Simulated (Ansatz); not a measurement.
`C[N]=[Mo](=[O])([OH])[F]` + HCl → `C[N]=[Mo](=[O])([OH])[Cl]` + H–F  (ligand exchange at a Mo–F bond)

Program: Ansatz. Geometries: PBE0-D4/def2-TZVP. ΔE: electronic, gas phase. CCSD(T)/CBS is the MP2 limit (def2-TZVPP, def2-QZVPP) plus CCSD(T) − MP2 in def2-TZVPP, frozen cores. This one scheme is used for every species. Functionals use def2-TZVPP. Elements past krypton have def2 core potentials. For Mo outer-core shells are correlated without core-valence functions, which leaves a few kJ/mol of doubt a bond. Each species was taken in one conformer, which may not be the lowest.

```
         level  ΔE (kJ/mol)
     r2SCAN-D4          0.6
    r2SCANh-D4         -2.1
       ωB97X-V          4.7
           PBE          1.6
          PBE0         -4.1
       r2SCANh         -1.0
         BHLYP          1.1
MP2/def2-QZVPP        -33.7
```

Q: What does CCSD(T)/CBS give? (Best estimate.)

A: The calculation gave: -15.7 kJ/mol. The listed levels differ from it by 16.3, 13.6, 20.4, 17.3, 11.6, 14.7, 16.8, -18.0 kJ/mol.

Q: What do rigid-rotor, harmonic-oscillator terms from PBE0-D4/def2-TZVP frequencies (298.15 K, 1 bar) make of the CCSD(T)/CBS value? (An estimate is asked.)

A: Computed: ΔZPE = +4.0 kJ/mol, ΔH = -10.5 kJ/mol, ΔS = 1 J/(mol·K), ΔG = -10.8 kJ/mol.

Largest T1 diagnostic among the species: 0.022, so the coupled-cluster value is less sure than usual.

The D4 term adds −6.6 kJ/mol with B3LYP and −3.7 kJ/mol with PBE0; it sums over pairs of atoms, weighted by their polarisabilities, and B3LYP, whose exchange is more repulsive, gets the larger term. From r2SCAN to r2SCAN0 (25 % exact exchange), in def2-TZVPP and without D4, ΔE moves by −5.9 kJ/mol.

B3LYP here is the variant with VWN-RPA as its local correlation; programs differ in this.
